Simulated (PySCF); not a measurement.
**CdC: energy against distance**

Set-up: Cd cc-pVDZ-PP with ECP28, C cc-pVDZ; scalar-relativistic core potentials (PySCF 2.14). Energies in eV from Cd + C in their ground configurations at the same level. All curves are PBE0. state 1: ³Σ⁻ (triplet), unpaired electrons π ↑↑; state 2: Ms = 0 determinant of mixed spin (⟨S²⟩ near 1.0), unpaired electrons π ↑↓, a mixture of terms (⟨Lz²⟩ = 2.0), a second solution, started from another occupation; state 3: ³Π (triplet), unpaired electrons σ ↑, π ↑, a second solution, started from another occupation; state 4: Ms = 0 determinant of mixed spin (⟨S²⟩ near 1.0), unpaired electrons σ ↓, π ↑, a second solution, started from another occupation.

```json
{"R (Å)": "1.870", "state 1": "-0.4571", "state 2": "-0.0037", "state 3": "1.1657", "state 4": "1.3350"}
{"R (Å)": "1.957", "state 1": "-0.7483", "state 2": "-0.2805", "state 3": "0.7076", "state 4": "0.8810"}
{"R (Å)": "2.044", "state 1": "-0.9010", "state 2": "-0.4242", "state 3": "0.4047", "state 4": "0.5863"}
{"R (Å)": "2.109", "state 1": "-0.9519", "state 2": "-0.4714", "state 3": "0.2506", "state 4": "0.4411"}
{"R (Å)": "2.174", "state 1": "-0.9645", "state 2": "-0.4828", "state 3": "0.1419", "state 4": "0.3436"}
{"R (Å)": "2.239", "state 1": "-0.9500", "state 2": "-0.4689", "state 3": "0.0668", "state 4": "0.2815"}
{"R (Å)": "2.326", "state 1": "-0.9030", "state 2": "-0.4248", "state 3": "0.0034", "state 4": "0.2380"}
{"R (Å)": "2.435", "state 1": "-0.8197", "state 2": "-0.3467", "state 3": "-0.0381", "state 4": "0.2237"}
{"R (Å)": "2.565", "state 1": "-0.7066", "state 2": "-0.2401", "state 3": "-0.0577", "state 4": "0.2377"}
{"R (Å)": "2.739", "state 1": "-0.5593", "state 2": "-0.0998", "state 3": "-0.0620", "state 4": "0.2745"}
```

Put a parabola through the three lowest points of the state 1 curve and estimate Re, k and ωe (reduced mass 10.86 u; 1 eV/Å² = 0.16022 mdyn/Å; ωe = 1302.8·√(k/μ) cm⁻¹).

Through R = 2.109, 2.174, 2.239 Å the second-order coefficient is 3.21 eV/Å², so Re ≈ 2.172 Å, k ≈ 1.03 mdyn/Å and ωe ≈ 401 cm⁻¹. A polynomial fit of higher order to the unrounded PBE0 energies gives Re = 2.168 Å, k = 1.05 mdyn/Å, ωe = 405 cm⁻¹; anharmonicity and rounding make the difference.

The higher-order fit for each curve: state 1: Re = 2.168 Å, ωe = 405 cm⁻¹, De = 0.96 eV; state 2: Re = 2.167 Å, ωe = 392 cm⁻¹, minimum 0.483 eV below the ground-state fragments; state 3: Re = 2.702 Å, ωe = 88.9 cm⁻¹, minimum 0.062 eV below the ground-state fragments; state 4: Re = 2.431 Å, ωe = 228 cm⁻¹, minimum 0.224 eV above the ground-state fragments.

Spin–orbit coupling is left out. The state is the lowest determinant that a PBE0 search found; another state may lie lower at other levels.
